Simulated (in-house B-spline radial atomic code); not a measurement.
## Cu III (Cu2+): [Ar] 3d9

Level of theory: non-relativistic LC-wPBE, spin-polarised, spherical fractional occupations, exact exchange averaged over the configuration, point nucleus; calculated with an all-electron radial atomic-structure program (B-spline basis).

Effective charges: Z_r = [3n² - l(l+1)]/(2<r>) from the radius, Z_e = n√(-2ε) from the energy, and Slater's rules. Values are occupation-weighted means over spin.

```json
{"shell": "1s", "electrons": "2", "ε (eV)": "-8778.4", "<r> (bohr)": "0.0529", "Z_r": "28.36", "Z_e": "25.40", "Slater": "28.70"}
{"shell": "2s", "electrons": "2", "ε (eV)": "-1071.6", "<r> (bohr)": "0.2386", "Z_r": "25.15", "Z_e": "17.75", "Slater": "24.85"}
{"shell": "2p", "electrons": "6", "ε (eV)": "-943.06", "<r> (bohr)": "0.2078", "Z_r": "24.06", "Z_e": "16.65", "Slater": "24.85"}
{"shell": "3s", "electrons": "2", "ε (eV)": "-142.62", "<r> (bohr)": "0.7207", "Z_r": "18.73", "Z_e": "9.71", "Slater": "17.75"}
{"shell": "3p", "electrons": "6", "ε (eV)": "-102.5", "<r> (bohr)": "0.7507", "Z_r": "16.65", "Z_e": "8.23", "Slater": "17.75"}
{"shell": "3d", "electrons": "9", "ε (eV)": "-35.185", "<r> (bohr)": "0.9147", "Z_r": "11.48", "Z_e": "4.82", "Slater": "8.20"}
```

The least bound orbital is 3d down at -34.6 eV, and it is also the most diffuse (<r> = 0.9203 bohr).
